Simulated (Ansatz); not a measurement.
Basis-set extrapolation for Cl2H4OSSi2 (`O[SiH2]S[SiH](Cl)Cl`) (PBE0-D4/def2-TZVP geometry, frozen core, the Gaussian-basis code of Ansatz). Multiplicity 1, RHF reference.

```tsv
	def2-TZVPP	def2-QZVPP
HF	-1971.905524	-1971.964086
MP2 correlation	-1.033015	-1.128762
CCSD(T) correlation	-1.145769	not run
```

Energies in hartree. Use E(X) = E(∞) + A·exp(−7.88·√X) for Hartree–Fock and E(X) = E(∞) + B·X^(−2.97) for correlation, with X = 3 and 4, and add CCSD(T) minus MP2 of the smaller set to the MP2 limit.

Question: What is the CCSD(T) energy at the basis-set limit?

Answer: HF limit: -1971.964086 + (-0.058562) × 0.13774 = -1971.97215. MP2 limit: -1.128762 + (-0.095747) × 0.74074 = -1.19969. Higher-order term: -1.145769 − (-1.033015) = -0.11275. Total: -1973.28459 hartree, 6.35 eV below CCSD(T)/def2-TZVPP.
